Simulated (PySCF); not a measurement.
The dipole of `O=C=C(C=O)[C@H](O[SiH3])[SiH3]` from its density and from atomic charges.

Coordinates (GFN2-xTB, Å) and charges (e) from the PBE0/pcSseg-1 density (PySCF):

```
atom       x       y       z  Mulliken      IAO  Hirshfeld  ESP-fitted
  O1  -0.862   1.997  -2.423   -0.2291  -0.2399    -0.1121     -0.2675
  C2  -0.986   1.421  -1.429   +0.5287  +0.4855    +0.2295     +0.5499
  C3  -1.135   0.770  -0.305   -0.5630  -0.2604    -0.0769     -0.4769
  C4  -2.349   0.848   0.488   +0.3772  +0.2436    +0.1079     +0.4144
  O5  -2.517   0.233   1.513   -0.3737  -0.4209    -0.2239     -0.4542
  C6  -0.026  -0.111   0.240   -0.0051  -0.1395    -0.0256     +0.0791
 Si7  -0.446  -1.973   0.004   +0.5449  +0.6066    +0.3016     +0.2630
  O8   1.177   0.154  -0.432   -0.6542  -0.6473    -0.2181     -0.3693
 Si9   2.643   0.482   0.180   +0.6953  +0.8735    +0.3856     +0.5589
 H10  -3.120   1.525   0.086   +0.0699  +0.1066    +0.0441     +0.0473
 H11   0.066   0.130   1.305   +0.1493  +0.1443    +0.0384     +0.1476
 H12  -0.496  -2.191  -1.442   -0.0754  -0.1120    -0.0751     -0.0572
 H13  -1.717  -2.276   0.647   -0.0496  -0.1005    -0.0696     -0.0279
 H14   0.663  -2.712   0.608   -0.0877  -0.1141    -0.0731     -0.0734
 H15   3.332   0.793  -1.060   -0.1040  -0.1237    -0.0723     -0.0965
 H16   2.572   1.600   1.125   -0.1144  -0.1510    -0.0803     -0.1191
 H17   3.194  -0.679   0.885   -0.1090  -0.1509    -0.0800     -0.1182
```

**Question.** What dipole does each set of charges give (1 e·Å = 4.803 D), and what does the density give?

**Answer.** The full density gives (1.01, 0.49, -0.57) D, 1.26 D in size; dipole vectors point from the negative to the positive end.

```tsv
scheme	μx	μy	μz	size (D)	share of the full size (%)	angle to the full dipole (°)
Mulliken	0.29	-1.43	0.52	1.55	123	111
IAO	1.62	-0.07	-0.44	1.68	134	29
Hirshfeld	0.80	0.50	-0.83	1.25	100	15
ESP-fitted	0.99	0.49	-0.56	1.24	99	1
```

**Question.** Which set comes closest?

**Answer.** Length of the difference vector: ESP-fitted 0.02 D, Hirshfeld 0.34 D, IAO 0.83 D, Mulliken 2.32 D. Closest: ESP-fitted. ESP charges are fitted to the potential around the molecule, whose slowest-falling term is the dipole's. The schemes that divide the density aren't constrained to reproduce the dipole.

**Question.** What is left for the Hirshfeld atoms' own dipoles?

**Answer.** The shares of the density sum to the whole, so what Σ q r misses lies in dipoles about the nuclei. The atomic dipoles sum to (1.01, 0.49, -0.57) − (0.80, 0.50, -0.83) = (0.21, -0.01, 0.26) D, 0.34 D in size.

**Question.** With the origin at the mean of the coordinates, (0.000, 0.001, -0.001) Å, which are the largest single terms, by size, of the IAO dipole along the direction of the full one?

**Answer.** Si9 +9.36, O5 +5.29, O8 -3.74, Si7 -3.28, C4 -2.09 D; all 17 atoms together +1.48 D. The single terms depend on the origin, their sum doesn't.

**Question.** Give the size of the full dipole in other units.

**Answer.** 1.26 D = 0.495 au = 0.262 e·Å = 4.20 × 10⁻³⁰ C·m.

Geometry: GFN2-xTB, one conformer, isolated molecule.

These values come from a run that also computed NMR shieldings. The run took 48 s (grids of density and orbitals included) on one thread, Arm Neoverse V2 (aarch64), shared host with 32 logical CPUs at a one-minute load of 25, and the process peaked at 0.94 GiB of memory.

Shape of the structure used: `[O:1]=[C:2]=[C:3]([CH:4]=[O:5])[C@@H:6]([SiH3:7])[O:8][SiH3:9]`: C2–C3–C4–O5 178°, C2–C3–C6–Si7 -106°, C3–C6–O8–Si9 129°.
